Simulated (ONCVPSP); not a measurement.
Potentials for silicon compared

Generated with ld1.x 7.5 (TM, RRKJ, ultrasoft, PAW), atompaw 4.2 or ONCVPSP 4.0.1. The cutoff is in Ry: for ld1.x and atompaw files where the sum of valence levels is converged to 10 mRy in a Bessel basis, for ONCV files where the hardest occupied wave has 1 mHa per electron of residual kinetic energy. The error is the largest all-electron minus pseudo excitation energy over each file’s own four to seven test configurations (ionisations up to +4, promotions, holes and added fractions of an electron), all of which were solved. The labels leave out finer settings (local radius, basis sizes, second energies), which also bear on the numbers. Spin-polarised tests are not counted. The rows are a selection from randomly drawn settings: files with unsolved tests, undetermined cutoffs or missed reference levels are left out.

A true bound ghost makes a file unfit for plane-wave use even where its test errors are small: the radial tests pick states by their node count and pass the ghost by.

| potential | cutoff (Ry) | largest error (meV) | bound ghosts |
| --- | --- | --- | --- |
| ONCV, PBEsol, non-relativistic, rc 0.85/1.00 (sp), local smoothed, core correction yes, reference 2s2 2p6 3s2 3p2, qcut 18.3/16.7, projectors 2/2 | 189 | -257 | none |
| ONCV, LDA (Perdew-Wang 92), scalar-relativistic, rc 0.85/1.10/0.90 (spd), local smoothed, core correction yes, reference 2s2 2p6 3s2 3p2, qcut 10.6/12.4/12.6, projectors 2/2/2 | 128 | +2.9 | none |
| ONCV, PBE, scalar-relativistic, rc 1.30/1.05/1.05 (spd), local d, core correction no, reference 3s2, qcut 5/6.5/8.2, projectors 2/2/0 | 24 | +460 | s, p |
| ONCV, PBE, scalar-relativistic, rc 1.65/2.10/1.95 (spd), local smoothed, core correction yes, reference 3s2 3p2, qcut 4.3/3.9/5.3, projectors 1/2/2 | 15 | +60 | none |

Fill in the row for Si: ONCV, PBEsol, scalar-relativistic, rc 1.70/2.30/2.05 (spd), local smoothed, core correction yes, reference 3s2 3p2, qcut 4.6/3.9/5.6, projectors 2/2/1.

cutoff 16 Ry, largest error +22 meV, bound ghosts: none.

Fill in the row for Si: ONCV, PBE, non-relativistic, rc 1.72/1.88/1.72 (spd), local s, core correction no, reference 3s2 3p2, qcut 3.6/4/5.4, projectors 0/2/2.

cutoff 18 Ry, largest error +75 meV, bound ghosts: none.

Fill in the row for Si: ONCV, LDA (Perdew-Wang 92), scalar-relativistic, rc 1.10/0.90/1.00 (spd), local smoothed, core correction yes, reference 2s2 2p6 3s2 3p2, qcut 12.7/14.8/9.3, projectors 2/2/2.

cutoff 192 Ry, largest error +2.4 meV, bound ghosts: none.
